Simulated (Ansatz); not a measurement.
Job for Ansatz (an electronic-structure program): R-wB97X-V/def2-TZVPP on CH6AlAs (SMILES [CH3][AlH][AsH2]), a point of a torsion scan.

Ansatz 0.2 input:
```yaml
crystal:
  periodic: [false, false, false]
  atoms:
    - {symbol: C, position_ang: [-1.39127863, 0.05319750, -0.33235396]}
    - {symbol: Al, position_ang: [-0.00313748, -0.46204364, 0.99960889]}
    - {symbol: As, position_ang: [2.04641578, -1.61649003, 0.46658946]}
    - {symbol: H, position_ang: [-2.24085014, -0.64180485, -0.34963415]}
    - {symbol: H, position_ang: [-1.82049089, 1.03777124, -0.10847929]}
    - {symbol: H, position_ang: [-1.01494924, 0.10109817, -1.36384639]}
    - {symbol: H, position_ang: [-0.35889114, -0.04187098, 2.46215757]}
    - {symbol: H, position_ang: [1.08729639, -2.41554760, -0.40120042]}
    - {symbol: H, position_ang: [2.07538870, -0.56430488, -0.63033764]}
basis:
  gaussian:
    orbitals: def2-TZVPP
hamiltonian:
  xc: {name: wB97X-V}
scf: {lower_state_search: off}
```

It printed:

```
WARN ansatz: RAYON_NUM_THREADS=1 ignored (pool sized by the plan → 1); use --threads N
Functional definition: wB97X-V
these checks for a lower state are left out or cut short: stability, starts, cluster_reference, orbital_swaps, neighbouring_geometries, increment
integrals: 0.17 GiB planned
1231 factors; their error is unknown
integrals: 0.20 GiB planned
289 factors; integrals over basis functions are off by at most 9.6e-6 eV
mean field: 1.37 GiB planned
mean field evaluation 1: about -68563.3175 eV, gradient 3.8e1 eV
mean field evaluation 2: about -68564.7901 eV, gradient 2.8e1 eV
mean field evaluation 4: about -68566.6646 eV, gradient 1.1e0 eV
mean field evaluation 8: about -68566.8372 eV, gradient 4.0e-1 eV
mean field evaluation 16: about -68566.8374 eV, gradient 9.6e-6 eV
mean field -68566.83740744 eV, -2519.7847984518 hartree, gradient 9.6e-6 eV, S^2 0.000000; 0 other end points of the search recorded, 0 dependent functions left out
reference -68566.83740534 eV, -2519.7847983745 hartree; 29, 29 occupied and 176, 176 virtual orbitals, 1231 factors
Total energy: -68566.83740534 eV, -2519.7847983745 hartree
Checks for a lower state left out: stability, starts, cluster_reference, orbital_swaps, neighbouring_geometries, increment
```

The calculation finished and met its thresholds.

Cost: very roughly 6 core-seconds.
